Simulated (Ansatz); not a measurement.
Consider the atomization: `O[SiH2]B(O)F` → B• + F• + 4 H• + 2 O• + Si•.

Isolated molecules relaxed with PBE0-D4/def2-TZVP in Ansatz; ΔE leaves out vibrations. CBS: MP2 limit from def2 TZ/QZ plus the TZ coupled-cluster correction, frozen cores. This one scheme is used for every species, atoms too. Functionals use def2-TZVPP. No spin–orbit coupling; open shells (•) take unrestricted orbitals. Spin–orbit coupling would lower the free atoms: a little for B, F, O, Si. One conformer a species, not always the lowest.

CCSD(T)/CBS gives +841.5 kcal/mol.

Q: Another level gave +827.7 kcal/mol. Which?
A. HF/def2-TZVPP
B. revPBE-D4/def2-TZVPP
C. BHLYP/def2-TZVPP
D. CCSD(T)/def2-TZVPP

A: B. revPBE-D4 827.7, CCSD(T)/def2-TZVPP 817.8, HF/def2-TZVPP 614.6, BHLYP 804.3 kcal/mol.

Largest T1 diagnostic among the species: 0.014.

The D4 term adds +5.8 kcal/mol with B3LYP and +3.0 kcal/mol with PBE0; it sums over pairs of atoms, weighted by their polarisabilities, and B3LYP, whose exchange is more repulsive, gets the larger term. Leaving LDA and LC-ωPBE aside and taking each functional with its dispersion term where it has one, the values, not all of them listed here, spread over 43.8 kcal/mol, from BHLYP-D4 to PBE-D4. LDA lies +116.5 kcal/mol from PBE without D4, its usual overbinding. At CCSD(T), def2-SVP lies −55.6 kcal/mol from the extrapolated value and def2-TZVPP −23.7 kcal/mol: correlation converges slowly with the basis, and small sets miss more of it in the bonded molecule than in its fragments.

B3LYP here is the variant with VWN-RPA as its local correlation; programs differ in this.

For atomizations the MP2-based limit and the directly extrapolated one differ by several kJ/mol either way, and by 10 to 25 for some Ge, Se and Sn compounds, so smaller differences from it don't rank the levels.
